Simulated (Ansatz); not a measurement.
**Ligand exchange: CBrCl3 + Mg(CH3)2 → C2H3Cl3 + Mg(CH3)Br**

Species: CBrCl3 (bromotrichloromethane) `ClC(Cl)(Cl)Br`, singlet; Mg(CH3)2, singlet; C2H3Cl3 (1,1,1-trichloroethane) `CC(Cl)(Cl)Cl`, singlet; Mg(CH3)Br, singlet. The partners trade Br for CH3: C–Br and Mg–CH3 bonds give way to C–CH3 and Mg–Br.

Shapes, held fixed at every level: PBE0-D4/def2-TZVP. Programs: Ansatz 0.2.0. Electronic energies: no zero-point or thermal term.

```json
{"level": "HF/def2-SVP", "kind": "Hartree–Fock", "ΔE (kJ/mol)": "-367.9", "less CCSD(T)/def2-TZVPP": "-65.9"}
{"level": "PBE-D4/def2-TZVPP", "kind": "GGA", "ΔE (kJ/mol)": "-280.8", "less CCSD(T)/def2-TZVPP": "+21.2"}
{"level": "PBE0-D4/def2-TZVPP", "kind": "global hybrid", "ΔE (kJ/mol)": "-301.9", "less CCSD(T)/def2-TZVPP": "+0.1"}
{"level": "r2SCAN0-D4/def2-TZVPP", "kind": "global hybrid", "ΔE (kJ/mol)": "-317.1", "less CCSD(T)/def2-TZVPP": "-15.1"}
{"level": "MP2/def2-TZVPP", "kind": "perturbation theory", "ΔE (kJ/mol)": "-300.9", "less CCSD(T)/def2-TZVPP": "+1.1"}
{"level": "CCSD(T)/def2-SVP", "kind": "coupled cluster or CI", "ΔE (kJ/mol)": "-331.6", "less CCSD(T)/def2-TZVPP": "-29.6"}
{"level": "CCSD/def2-TZVPP", "kind": "coupled cluster or CI", "ΔE (kJ/mol)": "-309.4", "less CCSD(T)/def2-TZVPP": "-7.4"}
{"level": "CCSD(T)/def2-TZVPP", "kind": "coupled cluster or CI", "ΔE (kJ/mol)": "-302.0", "less CCSD(T)/def2-TZVPP": "0.0"}
```

The highest level, CCSD(T)/def2-TZVPP, gives ΔE = -302.0 kJ/mol; the levels span -367.9 to -280.8. The column of differences is taken from that level and isn't an error. No measured value is set beside it here. Relativity is left out for Br unless named. Correlated rows may include outer-core shells of Br, Mg, which these sets cover unevenly.
